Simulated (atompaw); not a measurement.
**barium (Ba): one change to a PAW (atompaw) potential, before and after**

| Quantity | Value |
| --- | --- |
| Element | barium (Ba) |
| Generator | atompaw 4.2.0.5 |
| Type | PAW |
| Functional | PBE |
| Relativity | scalar-relativistic |
| Frozen core | [Kr] 4d10 |
| Valence charge | 10 |
| Reference configuration | 5s2 5p6 5d0 6s1 6p0 (charge +1) |
| Partial waves | 5s (bound): rc 2.05 bohr; 6s (bound): rc 3.00 bohr; 5p (bound): rc 3.00 bohr; 6p (bound, empty): rc 3.00 bohr; 5d (bound, empty): rc 3.00 bohr; 5d channel at -0.2 Ry: rc 3.00 bohr |
| Local potential | vpsmatchnc scheme with l = 3 at -0.5 Ry, radius 2.15 bohr |
| Core correction | smooth core density matched at 2.40 bohr |
| Augmentation charge | sinc compensation charge, radius 2.25 bohr; PAW radius 3.00 bohr; waves and projectors: custom polynom gramschmidtortho |

Change: wave 5d channel at -0.2 Ry: rc 3.00 bohr becomes 5d channel at 9.36 Ry: rc 3.00 bohr.

Cutoffs: the cutoffs (Ry, on a coarse ladder) from which the occupation-weighted sum of valence levels, in a spherical-Bessel basis at the reference potential, stays within 10 and 1 mRy of its value at 400 Ry; they do not see the model core or the augmentation charge, which bear on the density cutoff.

What does the change do?

The potential gets neither clearly harder nor softer (8 Ry and 18 Ry → 8 Ry and 18 Ry); the bound ghosts move from p, s to d, p, s.

```tsv
quantity	base	changed
cutoff, loose	8 Ry	8 Ry
cutoff, tight	18 Ry	18 Ry
bound ghosts	s, p	s, p, d
s: phases at 3.01 bohr within 0.05 rad from the reference energy up to (Ry; the scan ends near 5)	0.2	0.2
p: phases at 3.01 bohr within 0.05 rad from the reference energy up to (Ry; the scan ends near 5)	4.2	4.2
d: phases at 3.01 bohr within 0.05 rad from the reference energy up to (Ry; the scan ends near 5)	0.4	-0.4
lowest overlap eigenvalue by channel	s 0.49, p 0.87, d 0.96	s 0.49, p 0.87, d 0.28
```

 A true bound ghost makes a file unfit for plane-wave use even where its test errors are small: the radial tests pick states by their node count and pass the ghost by. The cutoffs see the waves, projectors and local potential, not the compensation charge or the core.
